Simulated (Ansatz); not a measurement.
Geometry optimisation, UKS PBE/def2-SVP in Ansatz.

Input:

```yaml
crystal:
  periodic: [false, false, false]
  atoms:
    - { symbol: Hf, position_ang: [0.000515, 8.0e-06, -0.245232] }
    - { symbol: Cl, position_ang: [0.002191, -1.4e-05, 2.227933] }
    - { symbol: Cl, position_ang: [2.196795, 0.000199, -1.036174] }
    - { symbol: Cl, position_ang: [-1.098336, 1.901054, -1.037529] }
    - { symbol: Cl, position_ang: [-1.098103, -1.901201, -1.037467] }
    - { symbol: Si, position_ang: [9.6e-05, -3.8e-05, 5.561711] }
    - { symbol: H, position_ang: [-0.772576, -1.202522, 6.026674] }
    - { symbol: H, position_ang: [1.427397, -0.06766, 6.028102] }
    - { symbol: H, position_ang: [-0.655378, 1.270174, 6.026583] }
magnetization:
  spin_polarized: true
  initial_magnetization: 1
basis:
  gaussian: { orbitals: def2-SVP }
hamiltonian:
  xc: pbe
relax:
  f_tol: 0.03
  max_steps: 50
output:
  orbitals: {}
```

Run as:

```bash
$ ansatz run input.yaml --threads 4 --pin off --max-ram 5120MiB --backend cpu --events-out ev --progress --plain --runs-dir out
```

Task: Where does it end, and by what steps?

Result: The run converged. After 4 steps the energy has fallen by 0.131 eV; Cl2 moved furthest, 0.32 Å.

```
step  energy less start (eV)  largest force component (eV/Å)  accepted
   0                  0.0000                           1.509       yes
   1                 -0.0705                           1.347       yes
   2                 -0.1231                           0.272       yes
   3                 -0.1304                           0.042       yes
   4                 -0.1309                           0.015       yes
```

```xyz
9
Properties=species:S:1:pos:R:3
Hf 0.000 0.000 -0.430
Cl 0.001 0.000 1.911
Cl 2.208 0.000 -1.204
Cl -1.103 1.912 -1.203
Cl -1.103 -1.912 -1.203
Si 0.000 0.000 5.821
H -0.775 -1.206 6.274
H 1.432 -0.068 6.276
H -0.658 1.274 6.274
```

Whether the end is a true minimum wasn't checked by a vibrational analysis.

Time of the run: 17 s on 4 threads of AMD EPYC 7R43 64-Core Processor (Zen 3), on a shared host, peak memory 0.27 GiB.
